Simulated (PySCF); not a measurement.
CH₃AlBr₂O.

```xyz
8

Al    -0.3917     0.0034     0.0000
Br     0.2450    -2.1337     0.0000
Br     1.1281     1.6499     0.0000
O     -2.0309     0.3572     0.0000
C     -2.8849     1.4572     0.0000
H     -3.5358     1.4347    -0.8903
H     -3.5358     1.4347     0.8903
H     -2.3401     2.4185     0.0000
```

The structure is a stationary point at PBE0-D3(BJ)/def2-SVP. One conformer was computed; it need not be the lowest.

Method: PySCF with PBE/pcSseg-1. Non-relativistic, no solvent.

Question: Give the absolute GIAO shielding of each atom: isotropic value and principal components (ppm). (The exact figures need the calculation; the answer reports its results.)

Answer: 
```
atom  σ(iso)     σ11     σ22     σ33   span
----  ------  ------  ------  ------  -----
Al1    414.5   352.9   430.2   460.5  107.6
Br2   2643.8  2458.3  2469.9  3003.2  544.8
Br3   2627.2  2391.7  2540.0  2950.0  558.3
O4     257.6   157.7   299.1   316.0  158.4
C5     123.3    92.0    98.7   179.3   87.3
H6      27.2    22.8    24.4    34.3   11.5
H7      27.2    22.8    24.4    34.3   11.5
H8      27.0    21.8    25.9    33.2   11.4
```
